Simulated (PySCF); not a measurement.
A structure optimised at PBE-D3(BJ)/def2-SVP, used in a PySCF frequency run:

```
O
C 1 1.4141
H 2 1.1101 1 109.37
H 2 1.1101 3 108.75 1 -118.74
H 2 1.1112 3 109.42 4 -119.08
Mo 1 1.8550 2 139.73 3 116.88
O 6 1.6956 1 108.63 2 -6.31
O 6 1.6969 7 107.83 1 118.51
Cl 6 2.2888 7 109.80 8 120.11
```
Charge 0, spin multiplicity 1.

Problem. Write its SMILES and formula.

Solution. C[O][Mo](=[O])(=[O])[Cl], CH3ClMoO3

Problem. What are its rotational constants (standard atomic weights)?

Solution. 2.6379, 1.4815, 1.2380 GHz
